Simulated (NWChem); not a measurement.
System: CH$_{9}$NSi$_{2}$; SMILES CN[SiH2][SiH3]

Here is an NWChem input.

```
start job
memory heap 200 mb stack 900 mb global 1100 mb
geometry units angstroms
  C     -1.703787     1.392126    -0.274588
  N     -1.517532    -0.037701    -0.299448
  Si    -0.206852    -0.845720     0.475741
  Si     1.750611     0.164298    -0.200204
  H     -2.301640     1.708895    -1.132301
  H     -2.203124     1.739053     0.638423
  H     -0.730566     1.877551    -0.333897
  H     -2.403929    -0.519256    -0.331717
  H     -0.400165    -2.230745     0.030554
  H     -0.320528    -0.879343     1.952522
  H      2.895927    -0.737189    -0.042870
  H      2.080067     1.367696     0.576894
  H      1.758906     0.595854    -1.601994
end
basis spherical
  * library def2-svp
end
dft
  xc xpbe96 cpbe96
  disp vdw 4
  iterations 150
end
driver
  maxiter 120
end
task dft optimize
```

No frequency run checked for a minimum.

The level has its own optimisation.

Q: Predict the main results of this run. (PBE-D3(BJ)/def2-SVP.) Quantities: r C–N (Å); r N–Si (Å); r H–N (Å); r Si–Si (Å); dipole (D).

A: The r C–N (Å) comes out as 1.452, the r N–Si (Å) comes out as 1.748 and the r H–N (Å) is 1.023. The r Si–Si (Å) is 2.358 and the dipole (D) is 1.52.
